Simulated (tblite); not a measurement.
C₅H₁₂Si, charge -1, doublet, geometry from GFN2-xTB (a state made from the parent by changing its charge; the spin is typed, not shown lowest); GFN1-xTB with ALPB(water) in tblite.

Input for tblite:
```
$ tblite run mol.xyz --method gfn1 --charge -1 --spin 1 --alpb water --json tblite.json --no-restart

# file mol.xyz
18

C      2.16003671    -0.84148380     1.28348992
C      1.48553002     0.21229236     0.65084664
Si    -0.14889855     0.14298310    -0.14429729
C     -0.69079915     1.88714466    -0.74397338
C     -1.54961750    -0.52819582     1.03218291
C     -0.57164655    -0.99674437    -1.69937455
H      3.15184816    -0.71769966     1.69563799
H      1.65710004    -1.76847569     1.51246684
H      2.09272032     1.09805367     0.46627116
H     -1.69005540     2.14042272    -0.39585800
H     -0.69828317     1.95522380    -1.82938107
H     -0.01535944     2.65221175    -0.37399035
H     -1.69346264     0.11056415     1.90207867
H     -2.51593616    -0.63584450     0.53865174
H     -1.26598848    -1.51058701     1.40297596
H      0.03198809    -0.73622798    -2.56926471
H     -0.35240392    -2.03731939    -1.46279137
H     -1.61860908    -0.95016349    -2.00566385
```

Task: Predict the main parts of the log of this tblite run.

Result: 
```
xTB calculator
 | screened Coulomb repulsion
 | Coulomb electrostatics
 |  * isotropic Klopman-Ohno-Mataga-Nishimoto electrostatics
 |  * onsite third-order electrostatics
 | DFT-D3(BJ) dispersion correction
 | Interactions (3)
 | [1] alpb/gbsa reaction field model
 | [2] cds contribution to solvation
 | [3] empirical free energy shift and standard state/solvent correction

halogen bonding energy    0.0000000000000E+00 Eh
repulsion energy          2.7718461418393E-01 Eh
dispersion energy        -7.2182066421290E-03 Eh
interaction energy        1.5685175781295E-03 Eh
number of electrons       3.7000000000000E+01 e
integral cutoff           2.8146159136829E+01 bohr

------------------------------------------------------------
  cycle        total energy    energy error   density error
------------------------------------------------------------
      1     -19.07165927654  -1.9343194E+01   6.0656068E-01
      2     -19.08519302381  -1.3533747E-02   3.5829074E-01
      3     -19.08522240615  -2.9382337E-05   1.7810722E-02
      4     -19.08544073889  -2.1833274E-04   2.8297843E-03
      5     -19.08545140218  -1.0663288E-05   8.6924386E-04
      6     -19.08545188136  -4.7918305E-07   2.8139089E-04
      7     -19.08545190746  -2.6096412E-08   5.9247174E-05
      8     -19.08545190883  -1.3668462E-09   5.5970228E-06
------------------------------------------------------------

electronic energy        -1.9356986833947E+01 Eh
total energy             -1.9085451908827E+01 Eh

Post processing:
 | Mayer-Wiberg bond orders

[Info] JSON dump of results written to 'tblite.json'
```
